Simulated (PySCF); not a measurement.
# Bond length, frequency and bond energy of PbF by level of theory

State: doublet, unpaired electrons π ↑, a mixture of terms (⟨Lz²⟩ = 1.4). Set-up: Pb x2c-TZVPPall, F x2c-TZVPPall; spin-free X2C with a Gaussian nucleus (PySCF 2.14). De refers to Pb + F in their high-spin ground configurations, without counterpoise correction. The functionals are run spin-unrestricted. A positive dipole means Pb(−)F(+).

| Level | Re (Å) | ωe (cm⁻¹) | De (eV) | μ (D) | CPU s a point (SCF and correlation, without the integrals) |
| --- | --- | --- | --- | --- | --- |
| UHF | 2.036 | 537 | 2.56 | -3.89 | 2 |
| UHF-MP2 | 2.051 | 528 | 4.63 | n/a | 3.4 |
| UHF-SCS-MP2 | 2.058 | 522 | 4.48 | n/a | n/a |
| UHF-CCSD | 2.047 | 531 | 4.20 | n/a | n/a |
| UHF-CCSD(T) | 2.052 | 527 | 4.36 | n/a | 56 |
| PBE | 2.072 | 503 | 4.99 | -3.35 | 2.2 |
| revPBE | 2.084 | 492 | 4.74 | -3.40 | 1.5 |
| TPSS | 2.065 | 512 | 4.85 | -3.36 | 2.6 |
| r²SCAN | 2.047 | 528 | 4.72 | -3.35 | 2.9 |
| PBE0 | 2.048 | 526 | 4.52 | -3.52 | 5 |
| r²SCAN0 | 2.035 | 541 | 4.32 | -3.51 | 7.3 |
| BHandHLYP | 2.043 | 533 | 4.16 | -3.77 | 6.3 |
| LC-ωPBE | 2.040 | 537 | 4.63 | -3.56 | 16 |

Task: Which functional lies closest to UHF-CCSD(T) in De, which farthest, and by how much do they differ from it?

Result: Closest is r²SCAN0 (-1.7 pm in Re, +2.7 % in ωe, -0.04 eV in De against UHF-CCSD(T) in the same basis), farthest PBE (+2.0 pm in Re, -4.6 % in ωe, +0.63 eV in De). CCSD(T) converges more slowly with the basis than the functionals do and binds too weakly in this one, so the order can change at the basis-set limit.

Task: What does a quarter of exact exchange do here, going from PBE to PBE0?

Result: PBE0 less PBE: -2.4 pm in Re, +4.6 % in ωe, -0.47 eV in De. Exact exchange removes part of the self-interaction that spreads semilocal densities, and in most molecules shortens and stiffens the bond and lowers De; so it does here.

Task: What does the step from GGA to meta-GGA do here, going from PBE to r²SCAN?

Result: r²SCAN less PBE: -2.5 pm in Re, +5.0 % in ωe, -0.27 eV in De. 

Correlated steps freeze 35 core orbitals. Spin–orbit coupling is left out, which matters for elements this heavy, above all for dissociation energies. The state was picked by a PBE0 search and need not be the measured ground state.

The whole job (state search and all levels along the bond) took about 10 min on 2 threads of Intel Xeon 6975P-C (shared host), peak memory 3.9 GiB.
